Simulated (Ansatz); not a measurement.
`[NH2][InH][NH2]`. The species carries charge 0 and has multiplicity 1. In takes the def2 core potential. All single points use the PBE0-D4/def2-TZVP geometry. It is one conformer, not always the lowest.

```xyz
8

N     1.162   -0.111   -1.258
In    0.066   -0.686    0.336
N    -1.223    0.739    0.951
H     1.240    0.871   -1.475
H     2.037   -0.571   -1.455
H     0.214   -2.211    1.081
H    -2.029    0.480    1.499
H    -1.468    1.488    0.321
```

Task: What is the dipole moment at B3LYP/def2-TZVPP? (Estimate.)

Result: Ansatz gave: 0.18 D, with components (-0.01, 0.16, -0.08) D in this frame, pointing from negative to positive charge.

Task: And with PBE, r2SCAN, ωB97M-V? (Best estimate.)

Result: Computed: PBE 0.32 D, r2SCAN 0.22 D, ωB97M-V 0.09 D.

Task: Give the Mulliken charges with B3LYP, ωB97M-V, r2SCAN in def2-TZVPP. (Best estimate.)

Result: Ansatz gave: 
```csv
atom,B3LYP,ωB97M-V,r2SCAN
N1,-0.52,-0.49,-0.57
In2,0.66,0.64,0.67
N3,-0.52,-0.49,-0.57
H4,0.13,0.11,0.15
H5,0.13,0.11,0.15
H6,-0.13,-0.09,-0.12
H7,0.13,0.11,0.15
H8,0.13,0.11,0.15
```

B3LYP here is the variant with VWN-RPA as its local correlation; programs differ in this.
